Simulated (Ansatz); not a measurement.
Molecule: Be2F2 (charge 0, singlet). 
Geometry from a B3LYP-D3(BJ)/def2-TZVP (Ansatz, an electronic-structure program) optimisation:
```xyz
4

F      0.0000     0.0000    -2.3946
Be     0.0000     0.0000    -1.0211
Be     0.0000     0.0000     1.0211
F      0.0000     0.0000     2.3946
```
Charge 0, spin multiplicity 1.

Parts of the frozen-core correlation energy in def2-SVP (Ansatz, hartree). Frozen orbitals: 4; correlated occupied orbitals by spin: 9 and 9; virtual: 33 and 33. Spin-orbit coupling is left out. No relativistic terms.

```
term                            value
-------------------------  ----------
reference (HF)             -228.10598
MP2 opposite-spin            -0.31063
MP2 same-spin                -0.11576
CCSD correlation             -0.43525
(T)                          -0.00615
CCSDT minus CCSD(T)          -0.00046
T1 diagnostic                   0.016
largest doubles amplitude       0.068
```
